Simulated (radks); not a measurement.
Question: Tl54+, configuration [Ar] 3d9 (the NIST ground configuration). All-electron calculation, scalar-relativistic Kohn-Sham, SCAN, spin-polarised, spherical densities, finite nucleus; open shells are filled with parallel spins first (spin-orbit coupling, left out, can overturn this in heavy ions); meta-GGA in the generalised Kohn-Sham scheme; Fermi nuclear charge, rms radius 5.4759 fm. Program: a radial shooting solver on a logarithmic mesh with Libxc functionals. Some entries of the table are withheld. Estimate them.

orbital  occ.  eigenvalue (eV)  <r> (bohr)
1s up       1        -88887.72     0.01632
1s down     1        -88887.50     0.01632
2s up       1        -18422.50     0.06854
2s down     1        -18418.29     0.06853
2p up       3              (1)         (2)
2p down     3              (3)         (4)
3s up       1        -6598.636      0.1731
3s down     1        -6591.349      0.1732
3p up       3        -5974.681         (5)
3p down     3        -5967.566         (6)
3d up       5        -5365.230      0.1559
3d down     4        -5357.154      0.1560

Answer: 
(1) 2p up eigenvalue (eV): -16290.88
(2) 2p up <r> (bohr): 0.06212
(3) 2p down eigenvalue (eV): -16287.02
(4) 2p down <r> (bohr): 0.06211
(5) 3p up <r> (bohr): 0.1734
(6) 3p down <r> (bohr): 0.1735
